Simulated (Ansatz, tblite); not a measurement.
Removing and adding an electron: `c1coc(-c2ccc(-c3ccc(-c4ccc(-c5ccc(-c6ccc(-c7ccco7)o6)o5)o4)o3)o2)c1`. Total charge 0; singlet. Geometry: PBE-D4/def2-SVP. Ansatz, gas phase; energy differences of separate SCF runs; the oxidised species was run as a doublet alone; the reduced species was run as a doublet alone.

The xTB rows come from tblite. Single mean-field runs in def2-SVP are fitted with def2-universal-jkfit.

| level | −HOMO (eV) | vertical IE (eV) | −LUMO (eV) | vertical EA (eV) | HOMO–LUMO gap (eV) | IE − EA (eV) | remarks |
| --- | --- | --- | --- | --- | --- | --- | --- |
| GFN1-xTB | 10.24 | 11.65 | 8.46 | 7.02 | 1.78 | 4.63 | – |
| GFN2-xTB | 9.54 | 10.98 | 7.70 | 6.25 | 1.83 | 4.73 | – |
| PBE-D4/def2-SVP | 4.17 | 5.59 | 2.46 | 1.11 | 1.72 | 4.47 | HOMO above zero (-1 doublet) |
| PBE0-D4/def2-SVP | 4.92 | 5.90 | 1.91 | 0.99 | 3.01 | 4.91 | – |

   A HOMO above zero means that the electron is unbound at that level or that self-interaction error raises the level; the energy of removing that electron tells which. Raw xTB energy differences between charge states are shifted by several eV; the methods need an empirical correction for them. Sets without diffuse functions give affinities that are too small.
